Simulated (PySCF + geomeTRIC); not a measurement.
Species: H2BOS, SMILES `O[B]S` (H–O–B–S torsion 0°, O–B–S–H torsion 180°) (charge 0, multiplicity 2).

Problem. Give a relaxed geometry from CAM-B3LYP-D3(BJ)/def2-TZVP in PySCF + geomeTRIC.

Solution. This is not unique; one that fits is the end point of this relaxation, one of several conformers (outside a Z-matrix the atoms follow the SMILES, hydrogens last).
Z-matrix (Å, degrees):
```
B
O 1 1.3318
H 2 0.9662 1 118.54
S 1 1.8010 2 126.58 3 -0.04
H 4 1.3373 1 96.43 2 179.96
```
